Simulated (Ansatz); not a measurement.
`C[B](C)[GeH3]` at its PBE0-D4/def2-TZVP geometry, where that method's forces vanish. Total charge 0; spin multiplicity 1.

```xyz
13

C     1.6146   -0.1921   -0.4453
B     0.0861   -0.0217   -0.1966
C    -0.9274    0.0164   -1.3805
Ge   -0.6395    0.1638    1.7438
H     2.2561    0.3411    0.2601
H     1.8155   -1.2614   -0.2656
H     1.9333    0.0164   -1.4706
H    -0.5662   -0.4754   -2.2887
H    -1.0236    1.0858   -1.6313
H    -1.9380   -0.3272   -1.1508
H    -1.6081   -0.9889    2.0875
H     0.4534    0.1786    2.8321
H    -1.4560    1.4647    1.9058
```

(1) What forces (eV/Å) does PBE-D4/def2-TZVPP give on these atoms in Ansatz? (An estimate is asked.)

Results:

(1) The calculation gave: 
```
C1  -0.130  0.072  0.022
B2  -0.016  0.001  0.026
C3   0.066 -0.058  0.121
Ge4  0.077 -0.016 -0.110
H5   0.138  0.086  0.142
H6   0.053 -0.197  0.036
H7   0.069  0.028 -0.205
H8   0.071 -0.084 -0.190
H9  -0.028  0.197 -0.059
H10 -0.206 -0.052  0.034
H11 -0.101 -0.101  0.042
H12  0.093  0.005  0.114
H13 -0.086  0.117  0.027
```
